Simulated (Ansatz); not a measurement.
The cluster Li6H5, relaxed as a doublet with UKS r2SCAN-D4/def2-TZVP in Ansatz, starting from the GFN2-xTB geometry. Force threshold 0.02 eV/Å.

Another isomer (doublet) lies 0.70 eV lower at PBE0-D4/def2-TZVP; other spin states weren't run for this one.

Start:

```xyz
11

Li   -0.062   -1.950    0.255
Li    0.979    0.198   -0.939
Li    0.263    0.884    1.618
Li   -1.755    0.110   -0.987
Li   -0.689    2.337   -0.498
Li    1.870   -1.035    1.686
H    -1.469    1.565   -1.651
H     0.606    2.044    0.479
H    -1.380   -0.150    0.528
H    -0.385   -3.288    0.715
H     2.022   -0.715   -1.206
```

**Question.** Estimate the energy that the relaxation releases and the steps that it takes.

**Answer.** 369.5 kJ/mol, in 24 steps; 37 s on 4 threads of Arm Neoverse V2 on a shared host. The force fell under the threshold at step 21, but the optimiser went on. No frequencies were taken in this run, so the end may be a saddle point.

**Question.** Does the start keep its bonding?

**Answer.** Bonds lost: Li1–Li2, Li2–Li4 (atoms count from 1). Bonds formed: Li1–H9, Li2–H8, Li3–H9, Li3–H11, Li6–H10, Li6–H11 (atoms count from 1). Metal–metal contacts that move far: Li3–Li6 2.50 to 3.13 Å.

**Question.** Predict the relaxed structure.

**Answer.** 
Cartesian coordinates in Å:
```
Li -0.547 -2.095 0.027
Li 1.629 0.516 -0.739
Li 0.051 0.513 1.094
Li -1.901 0.406 -1.031
Li -0.566 2.693 -1.044
Li 1.882 -2.026 1.056
H -2.102 2.072 -1.374
H 0.572 1.831 -0.076
H -1.278 -0.501 0.366
H 0.587 -3.086 0.852
H 1.674 -0.323 0.870
```
Bond lengths (bridged metal pairs left out): 13 × H–Li 1.69 to 1.84 Å.
